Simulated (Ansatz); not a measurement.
`[OH][Ge][Br]` and `[OH][GeH]` differ in one atom or group.

Ansatz, PBE0-D4/def2-TZVP geometries, multiplicity 1. Each molecule was computed in one conformer, which needn't be the lowest.

Scalar relativity is left out up to krypton.

```
                                        property  `[OH][Ge][Br]`
             LUMO energy (B3LYP/def2-TZVPP) / eV           -2.68
size of the dipole moment (B3LYP/def2-TZVPP) / D            0.92
               LUMO energy (PBE/def2-TZVPP) / eV           -3.19
              HOMO energy (PBE0/def2-TZVPP) / eV           -7.90
              LUMO energy (PBE0/def2-TZVPP) / eV           -2.47
             HOMO energy (B3LYP/def2-TZVPP) / eV           -7.70
```

Task: Give the same properties after the change, and the shifts. (Estimate.)

Result: Computed: 
| property | `[OH][GeH]` | shift |
| --- | --- | --- |
| LUMO energy (B3LYP/def2-TZVPP) / eV | -2.48 | 0.20 |
| size of the dipole moment (B3LYP/def2-TZVPP) / D | 1.52 | 0.60 |
| LUMO energy (PBE/def2-TZVPP) / eV | -3.05 | 0.14 |
| HOMO energy (PBE0/def2-TZVPP) / eV | -6.72 | 1.18 |
| LUMO energy (PBE0/def2-TZVPP) / eV | -2.24 | 0.23 |
| HOMO energy (B3LYP/def2-TZVPP) / eV | -6.56 | 1.14 |

With PBE0 the HOMO rises by 1.18 eV and the LUMO rises by 0.23 eV, so the gap narrows by about 0.95 eV. PBE moves the HOMO by 1.18 eV and ωB97M-V by 1.12 eV. Dipoles are sizes alone; their direction can turn.

B3LYP here is the variant with VWN-RPA as its local correlation; programs differ in this.

Spin–orbit coupling is left out; it splits and shifts lone-pair levels of the heavy atoms by tenths of an eV.
